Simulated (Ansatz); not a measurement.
`O[B-]1(F)OC=CC=[O+]1`, charge 0, multiplicity 1.

Q: Give a relaxed structure at PBE0-D4/def2-TZVP (the Gaussian-basis code of Ansatz). (Best estimate.)

A: The calculation gave: 
Z-matrix (Å, degrees):
```
B
O 1 1.548
F 1 1.360 2 106.8
O 1 1.548 2 105.4 3 113.3
O 1 1.385 2 111.4 3 -125.7
C 2 1.269 1 121.6 3 -86.0
C 4 1.269 1 121.6 2 -27.3
H 5 0.957 1 114.2 2 -58.7
C 6 1.384 2 123.8 1 -12.3
H 6 1.091 2 115.3 1 170.5
H 7 1.091 4 115.3 1 -170.5
H 9 1.079 6 121.4 2 -179.3
```
Point group Cs.
This is one stationary point; other conformers may exist.
